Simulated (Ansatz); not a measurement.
Reaction (cleavage of the Si–Si bond): `[SiH3][SiH2]SS` + NH₃ → `N[SiH2]SS` + SiH₄

Computed with Ansatz on PBE0-D4/def2-TZVP structures; ΔE is electronic, products minus reactants. CCSD(T)/CBS is the MP2 limit (def2-TZVPP, def2-QZVPP) plus CCSD(T) − MP2 in def2-TZVPP, frozen cores. This one scheme is used for every species. Functionals use def2-TZVPP. Each species was taken in one conformer, which may not be the lowest.

```tsv
level	ΔE (kJ/mol)	difference from CCSD(T)/CBS
PBE-D4	-40.9	16.4
r2SCAN-D4	-54.2	3.1
ωB97X-V	-58.4	-1.1
ωB97M-V	-64.2	-6.9
B2PLYP	-62.6	-5.3
PBE	-41.8	15.5
r2SCAN	-54.5	2.8
PBE0	-47.1	10.2
r2SCAN0	-56.8	0.5
BHLYP	-67.4	-10.1
CCSD(T)/def2-SVP	-58.0	-0.7
SCS-MP2/def2-TZVPP	-67.2	-9.9
CCSD/def2-TZVPP	-60.2	-2.9
CCSD(T)/def2-TZVPP	-58.1	-0.8
HF/CBS(def2)	-75.8	-18.5
MP2/CBS(def2)	-64.1	-6.8
CCSD(T)/CBS	-57.3	0
```

(1) What do rigid-rotor, harmonic-oscillator terms from PBE0-D4/def2-TZVP frequencies (298.15 K, 1 bar) make of the CCSD(T)/CBS value? (Estimate.)

Largest T1 diagnostic among the species: 0.013.

Answers

(1) Computed: ΔZPE = -4.1 kJ/mol, ΔH = -64.0 kJ/mol, ΔS = -21 J/(mol·K), ΔG = -57.8 kJ/mol.

From PBE to PBE0 (25 % exact exchange), in def2-TZVPP and without D4, ΔE moves by −5.2 kJ/mol. In def2-TZVPP, CCSD(T) changes the Hartree–Fock value by +16.7 kJ/mol (the triples alone add +2.1 kJ/mol) and MP2 by +9.9 kJ/mol.

CCSD(T)/CBS has its own doubt, a few kJ/mol and more with outer-core shells, so smaller differences from it don't rank the levels.
